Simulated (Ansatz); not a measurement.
`C=C(Cl)[SiH2][SiH3]` → `[SiH3]/C=C\[SiH2]Cl`  (isomerisation)

Gas-phase electronic energies from Ansatz, PBE0-D4/def2-TZVP geometries. CCSD(T)/CBS is the MP2 limit (def2-TZVPP, def2-QZVPP) plus CCSD(T) − MP2 in def2-TZVPP, frozen cores. Functionals use def2-TZVPP. B3LYP here is the variant with VWN-RPA as its local correlation; programs differ in this. One conformer a species, not always the lowest.

```tsv
level	ΔE (kJ/mol)	difference from CCSD(T)/CBS
r2SCAN-D4	-129.8	8.2
PBE0-D4	-125.3	12.7
B3LYP-D4	-133.0	5.0
ωB97X-V	-133.5	4.5
ωB97M-V	-141.5	-3.5
B2PLYP	-136.5	1.5
PBE	-114.6	23.4
r2SCAN	-129.6	8.4
B3LYP	-131.2	6.8
MP2/def2-TZVPP	-143.2	-5.2
SCS-MP2/def2-TZVPP	-142.7	-4.7
CCSD(T)/def2-TZVPP	-135.1	2.9
HF/def2-QZVPP	-153.3	-15.3
MP2/def2-QZVPP	-145.2	-7.2
SCS-MP2/def2-QZVPP	-144.9	-6.9
MP2/CBS(def2)	-146.1	-8.1
CCSD(T)/CBS	-138.0	0
```

Largest T1 diagnostic among the species: 0.012.

In def2-TZVPP, CCSD(T) changes the Hartree–Fock value by +17.2 kJ/mol (the triples alone add +3.3 kJ/mol) and MP2 by +9.1 kJ/mol. From PBE to PBE0 (25 % exact exchange), in def2-TZVPP and without D4, ΔE moves by −9.7 kJ/mol.
